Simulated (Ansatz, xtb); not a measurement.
## Two isomers of C4H7NSSi

We compare X, `NC1=C[Si@@H](S)C=C1`, a singlet, with Y, `N[Si]1(S)C=CC=C1`, a singlet. Both are isolated molecules in the gas phase, relaxed with B3LYP/def2-SVP; the shapes shown needn't be the lowest conformers.

X (Å):

```csv
atom,x (Å),y (Å),z (Å)
C,-1.2089,-0.4877,0.1145
C,-0.1538,0.0724,-0.5509
C,-0.3184,0.5734,2.1063
C,-1.2864,-0.2028,1.5858
N,-2.1752,-1.3097,-0.4055
S,1.1458,3.1284,0.3319
Si,0.8536,1.0064,0.6857
H,-3.0354,-1.4437,0.1107
H,-2.2490,-1.4000,-1.4110
H,-0.0002,-0.0610,-1.6234
H,2.2502,0.5436,0.9315
H,-0.1528,3.3806,0.0440
H,-0.2847,0.8409,3.1647
H,-2.1110,-0.6361,2.1667
```

Y (Å):

```yaml
atoms:
  - { symbol: C, position_ang: [-1.5492, 0.7235, 1.4773] }
  - { symbol: C, position_ang: [-0.5355, 0.4903, 2.3380] }
  - { symbol: C, position_ang: [0.7541, 0.0204, 1.7500] }
  - { symbol: C, position_ang: [0.7924, -0.1402, 0.4102] }
  - { symbol: N, position_ang: [-1.5686, -0.9174, -1.2308] }
  - { symbol: S, position_ang: [-1.0297, 2.1014, -1.5189] }
  - { symbol: Si, position_ang: [-0.9000, 0.3422, -0.2578] }
  - { symbol: H, position_ang: [-2.4865, -0.8217, -1.6541] }
  - { symbol: H, position_ang: [-1.3445, -1.8868, -1.0284] }
  - { symbol: H, position_ang: [-1.1068, 2.9753, -0.4887] }
  - { symbol: H, position_ang: [-2.5306, 1.0719, 1.8084] }
  - { symbol: H, position_ang: [-0.6103, 0.6275, 3.4233] }
  - { symbol: H, position_ang: [1.6065, -0.1705, 2.4124] }
  - { symbol: H, position_ang: [1.6902, -0.4694, -0.1178] }
```

Which of the two would you expect CCSD(T)/def2-SVP + ΔMP2/def2-TZVPP electronic energies to favour?

Structure Y; the calculation gives E(Y) − E(X) = −19.5 kcal/mol.

Level by level:

```csv
level,geometry,E(Y) − E(X) (kcal/mol),departure from the last row (kcal/mol),"job, with rough time for the two"
GFN2-xTB,GFN2-xTB,−1.6,+18.0,"optimisation, 2.7 s"
HF/STO-3G,GFN2-xTB,−13.7,+5.8,"single point, 5.2 s"
r2SCAN-D4/def2-SVP,GFN2-xTB,−11.0,+8.5,"single point, 19 s"
B3LYP/def2-SVP,B3LYP/def2-SVP,−12.3,+7.2,"optimisation, 6.2 min"
HF/def2-SVP,B3LYP/def2-SVP,−15.6,+3.9,part of the CCSD(T) run
MP2/def2-SVP,B3LYP/def2-SVP,−15.0,+4.5,part of the CCSD(T) run
CCSD(T)/def2-SVP,B3LYP/def2-SVP,−14.8,+4.7,single point
CCSD(T)/def2-SVP + ΔMP2/def2-TZVPP,B3LYP/def2-SVP,−19.5,,"single point, 4.4 min"
```

As drawn, Y has 1 N–Si, 1 C–H in place of 1 C–N, 1 Si–H.

The levels shown agree on the order. The largest departure from CCSD(T)/def2-SVP + ΔMP2/def2-TZVPP is that of GFN2-xTB, 18.0 kcal/mol. The last row adds to CCSD(T) the change of the MP2 difference between the two basis sets, here −4.7 kcal/mol, a large step that makes the value less sure.

With thermal terms from frequencies at re-optimised GFN2-xTB minima (ideal gas, soft modes damped towards free rotors, one conformer each, 298.15 K, 1 atm): the zero-point term adds +1.0 kcal/mol; ΔH is −18.3 and ΔG −19.0 kcal/mol.

The correlated steps freeze 15 core orbitals. Mirror images aren't counted in ΔG. Codes used: Ansatz 0.2.0, xtb 6.7.1; the last row on 2 threads of Intel(R) Xeon(R) Processor @ 2.50GHz (Skylake/Cascade Lake) on a shared host.
